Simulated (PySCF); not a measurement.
UHF on Mn²⁺ (manganese, charge +2)

Configuration: [Ar] 3d5, high-spin 6S determinant. Computed with PySCF 2.14 in cc-pVDZ, with no relativity, point nucleus.

- Total energy: -1149.106973 hartree
- One-electron energy: -1569.5333 hartree
- Hartree (Coulomb) energy: 471.1524 hartree
- Exchange energy: -50.7260 hartree
- Kinetic energy: 1149.30900 hartree
- ⟨S²⟩: 8.7505
- ⟨L²⟩: 0.000
- Sum of ⟨r⟩: 14.89 bohr
- Sum of ⟨r²⟩: 15.96 bohr²
- Density at the nucleus (Gaussians lack the cusp): 10500 bohr⁻³
- Spin density at the nucleus: 0.0702 bohr⁻³
- Langevin diamagnetic susceptibility: -12.6 ×10⁻⁶ cm³/mol
- Time after the integrals: 0.09 s of wall time on 1 thread of Neoverse-V2 (shared host)

```json
{"shell": "1s α", "electrons": "1", "mean orbital energy (eV)": "-6562.8", "rms radius, mean of both spins (bohr)": "0.0713"}
{"shell": "1s β", "electrons": "1", "mean orbital energy (eV)": "-6562.7", "rms radius, mean of both spins (bohr)": "0.0713"}
{"shell": "2s α", "electrons": "1", "mean orbital energy (eV)": "-811.26", "rms radius, mean of both spins (bohr)": "0.305"}
{"shell": "2s β", "electrons": "1", "mean orbital energy (eV)": "-807.49", "rms radius, mean of both spins (bohr)": "0.305"}
{"shell": "2p α", "electrons": "3", "mean orbital energy (eV)": "-694.41", "rms radius, mean of both spins (bohr)": "0.274"}
{"shell": "2p β", "electrons": "3", "mean orbital energy (eV)": "-690.66", "rms radius, mean of both spins (bohr)": "0.274"}
{"shell": "3s α", "electrons": "1", "mean orbital energy (eV)": "-126.91", "rms radius, mean of both spins (bohr)": "0.925"}
{"shell": "3s β", "electrons": "1", "mean orbital energy (eV)": "-115.71", "rms radius, mean of both spins (bohr)": "0.925"}
{"shell": "3p α", "electrons": "3", "mean orbital energy (eV)": "-91.920", "rms radius, mean of both spins (bohr)": "0.990"}
{"shell": "3p β", "electrons": "3", "mean orbital energy (eV)": "-78.306", "rms radius, mean of both spins (bohr)": "0.990"}
{"shell": "3d α", "electrons": "5", "mean orbital energy (eV)": "-35.119", "rms radius, mean of both spins (bohr)": "1.24"}
```
